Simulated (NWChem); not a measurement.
Everything below was run with NWChem. System: H3BO3, charge 1, spin multiplicity 2, at the geometry of a parent with another charge or spin, in a state set for the comparison that need not be this species' ground state. Its SCF solution wasn't tested for a lower state.

Job file:

```
start mol
memory heap 200 mb stack 900 mb global 1100 mb
charge 1
geometry units angstroms nocenter noautoz
  O      1.129820    -0.802029     0.000000
  B      0.005669    -0.033474     0.000000
  O      0.148747     1.336741     0.000000
  O     -1.192718    -0.694917     0.000000
  H      1.928155    -0.261242     0.000000
  H     -0.670336     1.842663     0.000000
  H     -1.972955    -0.132406     0.000000
  symmetry group Cs
end
basis spherical
  * library def2-svpd
end
dft
  xc b3lyp
  odft
  mult 2
  semidirect memsize 60000000 filesize 0
  iterations 100
end
task dft energy
```

The output up to the point where the run's verdict is printed (cleaned and shortened):

```
             Northwest Computational Chemistry Package (NWChem) 7.3.0
             --------------------------------------------------------

                                NWChem Input Module
                                -------------------

 Scaling coordinates for geometry "geometry" by  1.889725989
 (inverse scale =  0.529177249)

 Turning off AUTOSYM since
 SYMMETRY directive was detected!

                             Geometry "geometry" -> ""
                             -------------------------

 Output coordinates in angstroms (scale by  1.889725989 to convert to a.u.)

  No.       Tag          Charge          X              Y              Z
 ---- ---------------- ---------- -------------- -------------- --------------
    1 O                    8.0000     1.12982000    -0.80202900     0.00000000
    2 B                    5.0000     0.00566900    -0.03347400     0.00000000
    3 O                    8.0000     0.14874700     1.33674100     0.00000000
    4 O                    8.0000    -1.19271800    -0.69491700     0.00000000
    5 H                    1.0000     1.92815500    -0.26124200     0.00000000
    6 H                    1.0000    -0.67033600     1.84266300     0.00000000
    7 H                    1.0000    -1.97295500    -0.13240600     0.00000000

 Effective nuclear repulsion energy (a.u.)     116.0233137528

            Nuclear Dipole moment (a.u.)
            ----------------------------
        X                 Y               Z
 ---------------- ---------------- ----------------
     0.0000018897     0.0000094486     0.0000000000

      Symmetry information
      --------------------

 Group name             Cs
 Group number              2
 Group order               2
 No. of unique centers     7

      Symmetry unique atoms

     1    2    3    4    5    6    7


 Summary of "ao basis" -> "" (spherical)
 ------------------------------------------------------------------------------
       Tag                 Description            Shells   Functions and Types
 ---------------- ------------------------------  ------  ---------------------
[...]
 d= 0,ls=0.5,diis    75   -251.8909892807  1.63D-06  3.57D-05  1.64D-04    37.8
                                                     3.99D-05  1.30D-04
 d= 0,ls=0.5,diis    76   -251.8910443589 -5.51D-05  1.18D-05  6.34D-05    38.2
                                                     2.85D-05  5.60D-05
 d= 0,ls=0.5,diis    77   -251.8910639976 -1.96D-05  1.13D-05  5.70D-05    38.6
                                                     2.21D-05  5.10D-05
 d= 0,ls=0.5,diis    78   -251.8910584283  5.57D-06  1.90D-06  1.06D-04    38.9
                                                     2.17D-05  8.69D-05
 d= 0,ls=0.5,diis    79   -251.8910657485 -7.32D-06  3.06D-05  1.19D-04    39.3
                                                     2.49D-05  9.76D-05
 d= 0,ls=0.5,diis    80   -251.8910113668  5.44D-05  1.89D-05  2.77D-04    39.7
                                                     1.69D-05  2.17D-04
 d= 0,ls=0.5,diis    81   -251.8909647131  4.67D-05  1.96D-05  4.01D-04    40.0
                                                     1.79D-05  3.15D-04
 d= 0,ls=0.5,diis    82   -251.8909015934  6.31D-05  6.27D-06  5.57D-04    40.4
                                                     8.83D-06  4.40D-04
 d= 0,ls=0.5,diis    83   -251.8908749636  2.66D-05  1.84D-05  6.14D-04    40.8
                                                     1.57D-05  4.89D-04
 d= 0,ls=0.5,diis    84   -251.8909195765 -4.46D-05  2.71D-05  4.96D-04    41.1
                                                     2.48D-05  4.03D-04
 d= 0,ls=0.5,diis    85   -251.8909840076 -6.44D-05  3.20D-05  3.48D-04    41.5
                                                     3.30D-05  2.87D-04
 d= 0,ls=0.5,diis    86   -251.8910525854 -6.86D-05  1.01D-05  2.07D-04    41.9
                                                     2.13D-05  1.77D-04
 d= 0,ls=0.5,diis    87   -251.8910731985 -2.06D-05  1.04D-05  1.92D-04    42.3
                                                     2.28D-05  1.63D-04
 d= 0,ls=0.5,diis    88   -251.8910978429 -2.46D-05  1.76D-05  1.65D-04    42.6
                                                     3.06D-05  1.41D-04
 d= 0,ls=0.5,diis    89   -251.8911355965 -3.78D-05  5.12D-06  1.13D-04    43.0
                                                     2.07D-05  9.93D-05
 d= 0,ls=0.5,diis    90   -251.8911381181 -2.52D-06  1.56D-05  1.43D-04    43.4
                                                     1.73D-05  1.22D-04
 d= 0,ls=0.5,diis    91   -251.8911155792  2.25D-05  4.44D-06  2.24D-04    43.7
                                                     1.64D-05  1.84D-04
 d= 0,ls=0.5,diis    92   -251.8911262284 -1.06D-05  4.35D-05  2.19D-04    44.1
                                                     4.62D-05  1.80D-04
 d= 0,ls=0.5,diis    93   -251.8912011234 -7.49D-05  2.50D-05  7.43D-05    44.5
                                                     3.79D-05  6.93D-05
 d= 0,ls=0.5,diis    94   -251.8912382896 -3.72D-05  9.64D-06  3.59D-05    44.9
                                                     3.01D-05  3.87D-05
 d= 0,ls=0.5,diis    95   -251.8912591939 -2.09D-05  1.12D-05  3.26D-05    45.3
                                                     3.24D-05  3.53D-05
 d= 0,ls=0.5,diis    96   -251.8912829560 -2.38D-05  6.62D-06  2.38D-05    45.7
                                                     3.03D-05  2.82D-05
 d= 0,ls=0.5,diis    97   -251.8913024656 -1.95D-05  4.18D-06  2.34D-05    46.0
                                                     2.86D-05  2.77D-05
 d= 0,ls=0.5,diis    98   -251.8913193060 -1.68D-05  6.10D-06  2.71D-05    46.4
                                                     2.86D-05  3.02D-05
 d= 0,ls=0.5,diis    99   -251.8913372542 -1.79D-05  3.94D-06  2.72D-05    46.8
                                                     2.71D-05  3.02D-05
 d= 0,ls=0.5,diis   100   -251.8913525461 -1.53D-05  9.83D-07  3.21D-05    47.2
                                                     2.50D-05  3.37D-05
```

The run did not converge; its last values are not results. The next line reads: Calculation failed to converge. NWChem stopped with the message: dft energy failed.
